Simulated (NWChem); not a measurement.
Molecule: SiH4S; SMILES [SiH3]S

Results from NWChem. Geometry: optimised at PBE0/def2-SVP. Ions are spin-unrestricted doublets at the neutral geometry; other ion states weren't tried.

**Question.** Predict the results for PBE/def2-SVP. Quantities: vertical ionisation energy, ΔSCF (eV); −ε(HOMO) (eV).

**Answer.** The vertical ionisation energy, ΔSCF (eV) is 9.67 and the −ε(HOMO) (eV) is 6.10.
